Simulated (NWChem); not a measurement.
Molecule: C3H7Br; SMILES CC(C)Br

Program: NWChem. Pople sets run with spherical d functions. This build's default masses of Se (78.918 u) and Br (79.917 u) are each other's, which moves their modes by up to 0.6 %. Each level has its own optimisation. Computed dipoles belong to the equilibrium geometry; the measured one is vibrationally averaged.

Measured dipole moment: 2.21 D (NIST CCCBDB, as tabulated in the package chemicals).

```
level                                 dipole moment (D)  computed − measured
------------------------------------  -----------------  -------------------
Hartree-Fock/STO-3G                                1.87                -0.34
Hartree-Fock/3-21G                                 2.52                +0.31
Hartree-Fock/6-31G*                                2.68                +0.47
B3LYP/6-31G*                                       2.50                +0.29
LDA (Slater exchange, VWN5)/def2-SVP               2.01                -0.20
PBE/def2-SVP                                       2.08                -0.13
BLYP/def2-SVP                                      2.10                -0.11
PBE0/def2-SVP                                      2.15                -0.06
```
